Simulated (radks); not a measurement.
Values are calculated unless marked as measured or tabulated.
Ionisation of the bismuth ion Bi2+, [Hg] 6p1, to [Hg] as the strength of local exchange is varied. Code: a radial shooting solver on a logarithmic mesh with Libxc functionals. Model: scalar-relativistic Kohn-Sham, Slater X-alpha exchange (alpha = 2/3 is LDA exchange), no correlation, spin-unpolarised, spherical densities, point nucleus.

alpha	E(Bi2+) (hartree)	exchange (hartree)	IE (eV)	-e of the level emptied (eV)	<r> of it (bohr)
0.575	-21458.1306	-321.7161	21.574	17.459 (6p)	2.692
0.667	-21509.9932	-374.1097	22.507	18.355 (6p)	2.637
0.718	-21538.7982	-403.2630	23.032	18.861 (6p)	2.608
0.809	-21590.2928	-455.4746	23.984	19.781 (6p)	2.558
0.865	-21622.0438	-487.7278	24.579	20.357 (6p)	2.528
0.893	-21637.9370	-503.8895	24.879	20.649 (6p)	2.514
0.913	-21649.2965	-515.4478	25.095	20.858 (6p)	2.503
0.928	-21657.8201	-524.1244	25.257	21.015 (6p)	2.496

NIST Atomic Spectra Database: 25.571 eV (measured). The central value is not met in this range of alpha. Spin polarisation and multiplet splitting are left out, so open shells lie too high by an amount that depends on their filling. Spin-orbit splitting is averaged out at the scalar-relativistic level.

Beside tabulated values, note that spin-unpolarised runs miss the spin-polarisation part of the exchange energy of open shells, and scalar-relativistic runs lack spin-orbit coupling.
